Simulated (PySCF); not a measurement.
## Dipole response of S (sulfur, neutral)

[Ne] 3s2 3p3 4s1, high-spin 5S determinant (an excited configuration). All numbers are calculated (PySCF 2.14, the non-relativistic Hamiltonian (point nucleus), in aug-cc-pwCVQZ (10s9p7d5f3g, 134 functions)). Coupled (time-dependent) response in atomic units; α is the mean over directions.

```
method  mean α (bohr³)  C₆ (like pair)   S(−4)
   UHF           455.8            6111  318900
   PBE           356.2            4508  174300
```

S(−4) is the Cauchy moment in α(ω) = α(0) + S(−4) ω² + …

α(iu) at PBE:

```
u (hartree)  α(iu) (bohr³)
          0          356.2
     0.0500          163.6
      0.100          67.95
      0.200          26.32
      0.300          16.28
      0.500          9.207
      0.750          5.566
       1.00          3.708
       1.50          1.969
       2.00          1.223
       3.00         0.6200
       5.00         0.2689
```

A single London oscillator, α(iu) = α/(1 + u²/ω²), gives C₆ = (3/4) ω α². Matching the computed C₆ needs ω = 4 × 4508 / (3 × 356.2²) = 0.0474 hartree.

The outer electron is Rydberg-like, and this basis confines it to a smaller radius and binds it less than a complete one would.
